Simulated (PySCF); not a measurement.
# Electron correlation in Kr²⁺ (krypton, charge +2)

[Ar] 3d10 4s2 4p4, high-spin 3P determinant. All numbers are calculated (PySCF 2.14, scalar relativity through the core potential, in cc-pVDZ-PP with ECP10MDF). Frozen: 3s2 3p6 3d10; 6 electrons correlated.

MP2 pair energies summed by pair of shells (mhartree):

```csv
pair,energy,share (%)
4p-4p,-36.11,49.5
4s-4p,-31.63,43.4
4s-4s,-5.14,7.1
```

Total MP2 correlation energy: -72.88 mhartree.

Same-spin part -18.03 and opposite-spin part -54.84 mhartree; SCS-MP2 scales them by 1/3 and 6/5 to -71.82 mhartree.

```
  level  correlation energy (mhartree)
   CCSD                         -88.02
    (T)                          -0.74
CCSD(T)                         -88.76
```

Diagnostics: T1 = 0.0054, D1 = 0.0178, largest double amplitude 0.052.

Problem. Is a single reference adequate?

Solution. Yes, within this model without spin-orbit coupling: T1 lies below 0.03 and no double amplitude reaches 0.07.
